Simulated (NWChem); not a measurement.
# CH4F3NSi; SMILES NC[Si](F)(F)F

```xyz
10

N     -0.0163     2.3592     0.0000
C      0.8950     1.2199     0.0000
Si     0.0315    -0.4211     0.0000
F     -0.9256    -0.5520    -1.2858
F      1.0085    -1.6951     0.0000
F     -0.9256    -0.5520     1.2858
H     -0.6226     2.3439    -0.8176
H     -0.6226     2.3439     0.8176
H      1.5663     1.2827    -0.8737
H      1.5663     1.2827     0.8737
```
Atoms are numbered in this order, from 1.

All runs: NWChem. Medium grid unless said otherwise, to which SCAN and Minnesota functionals are sensitive. All runs use the structure optimised with PBE0/def2-SVP. B3LYP is NWChem's, with the RPA form of VWN correlation. Total energies of different functionals are on different scales.

| level | energy (Ha) | highest occupied level (eV) | orbital gap (eV) | dipole (D) |
|---|---|---|---|---|
| PBE/def2-SVP | -683.5204 | -5.50 | 5.58 | 1.39 |
| B3LYP/def2-SVP | -684.0918 | -6.79 | 7.45 | 1.41 |
| Hartree-Fock/def2-SVP | -681.6823 | -10.92 | 15.07 | 1.47 |
| r2SCAN/def2-SVP | -683.8711 | -5.87 | 6.52 | 1.39 |
| PW6B95/def2-SVP | -684.7574 | -7.21 | 8.14 | 1.45 |
| PBE0/def2-SVP | -683.5606 | -7.08 | 8.07 | 1.43 |
